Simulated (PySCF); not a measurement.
Job file and geometry (Å, from GFN2-xTB) of an NMR shielding run on SMILES C=Cc1c(C)c[p-]c1C, [C₈H₁₀P]-, GIAO PBE0/pcSseg-1 NMR shielding, non-relativistic, gas phase in PySCF; density fitting, a coarse starting grid and PySCF grid level 2 are the driver's defaults:

```
$ OMP_NUM_THREADS=1 python probes_run.py task.json out

{"job": {"kind": "nmr", "xc": "PBE0", "basis": "pcSseg-1"}, "charge": -1, "multiplicity": 1}
C     -0.628252     2.348074     0.189089
C      0.309508     1.391549     0.206688
C      0.204038    -0.027987     0.033129
C     -0.948046    -0.791506    -0.309632
C     -2.321868    -0.253012    -0.576287
C     -0.680119    -2.133959    -0.397206
P      0.987669    -2.544165    -0.061992
C      1.330891    -0.856300     0.194246
C      2.706149    -0.378104     0.563528
H     -0.360177     3.385485     0.340570
H     -1.675251     2.164172     0.036979
H      1.325536     1.734518     0.386483
H     -2.984252    -1.065406    -0.880220
H     -2.746889     0.212099     0.316607
H     -2.306472     0.491114    -1.375632
H     -1.417395    -2.885154    -0.650373
H      2.708523     0.127624     1.533918
H      3.383973    -1.229151     0.623474
H      3.102630     0.319359    -0.180831
```

Task: Write the output of this run.

Result: 
```
coarse grid: 16512 points
cycle   1  E = -651.4976191607  dE =  1.339e+00  |g| = 6.097e-01  |ddm| = 4.476e+00
cycle   2  E = -651.4344224033  dE =  6.320e-02  |g| = 7.900e-01  |ddm| = 2.270e+00
cycle   3  E = -651.6083331087  dE = -1.739e-01  |g| = 1.648e-01  |ddm| = 1.461e+00
cycle   4  E = -651.6156546986  dE = -7.322e-03  |g| = 4.052e-02  |ddm| = 2.657e-01
cycle   5  E = -651.6158860023  dE = -2.313e-04  |g| = 2.624e-02  |ddm| = 7.058e-02
cycle   6  E = -651.6160718353  dE = -1.858e-04  |g| = 4.075e-03  |ddm| = 3.417e-02
cycle   7  E = -651.6160752121  dE = -3.377e-06  |g| = 2.318e-03  |ddm| = 8.238e-03
final grid: 155312 points
cycle   8  E = -651.6716860421  dE = -5.304e-05  |g| = 1.116e-02  |ddm| = 6.601e-02
cycle   9  E = -651.6716391769  dE =  4.687e-05  |g| = 1.676e-02  |ddm| = 3.286e-02
cycle  10  E = -651.6717180133  dE = -7.884e-05  |g| = 3.003e-03  |ddm| = 2.437e-02
cycle  11  E = -651.6717204733  dE = -2.460e-06  |g| = 4.671e-04  |ddm| = 4.020e-03
cycle  12  E = -651.6717205254  dE = -5.203e-08  |g| = 1.963e-04  |ddm| = 8.386e-04
cycle  13  E = -651.6717205353  dE = -9.925e-09  |g| = 5.306e-05  |ddm| = 2.577e-04
cycle  14  E = -651.6717205359  dE = -6.119e-10  |g| = 2.033e-05  |ddm| = 7.126e-05
converged SCF energy = -651.6717205359

GIAO shielding tensors (ppm)
atom      isotropic    diamagn.    paramagn.     s11        s22        s33       span
  0 C       97.608     255.624    -158.016     17.845    111.413    163.565    145.720
  1 C       45.711     254.056    -208.346    -70.535     51.762    155.905    226.440
  2 C       58.809     251.607    -192.797      1.114     23.812    151.501    150.387
  3 C       57.483     258.089    -200.606    -21.330     52.122    141.656    162.985
  4 C      161.657     247.949     -86.292    147.471    157.790    179.710     32.239
  5 C       55.495     260.064    -204.570    -48.020     80.285    134.219    182.239
  6 P      232.239     971.355    -739.116    114.048    188.978    393.692    279.645
  7 C       31.026     264.126    -233.101    -98.163     45.680    145.560    243.723
  8 C      166.308     246.440     -80.133    155.960    159.883    183.080     27.120
  9 H       27.808      30.371      -2.563     25.220     26.996     31.209      5.989
 10 H       27.267      34.952      -7.685     22.923     27.776     31.102      8.179
 11 H       24.592      33.949      -9.357     20.558     21.935     31.284     10.725
 12 H       29.415      30.498      -1.084     24.038     30.091     34.115     10.077
 13 H       29.142      31.356      -2.214     24.950     27.672     34.802      9.853
 14 H       29.161      31.451      -2.290     24.963     28.059     34.461      9.498
 15 H       25.462      34.435      -8.972     23.809     24.629     27.950      4.142
 16 H       29.194      30.274      -1.080     24.631     27.502     35.449     10.818
 17 H       29.312      29.101       0.211     23.948     30.117     33.870      9.922
 18 H       29.186      30.291      -1.106     24.663     27.500     35.393     10.730
```

Task: Turn these shieldings into chemical shifts. Shifts are taken against calculated references (same method and geometry level): $^{13}$C (σref 186.93), $^{1}$H (σref 31.72) vs TMS; H3PO4 for $^{31}$P (σref 318.38).

Result: Averaging equivalent atoms: C 7: 155.9; C 1: 141.2; C 5: 131.4; C 3: 129.4; C 2: 128.1; C 0: 89.3; C 4: 25.3; C 8: 20.6; P 6: 86.1; H 11: 7.12; H 15: 6.25; H 10: 4.45; H 9: 3.91; H 16/17/18: 2.49; H 12/13/14: 2.48 ppm. Experimental scales use liquid or dissolved standards, which lie at an offset from isolated H3PO4.

Size and cost of the density-fitted run: 210 basis functions, 46 s wall time on 1 thread of an Arm Neoverse V1, shared host; peak memory 0.96 GiB.
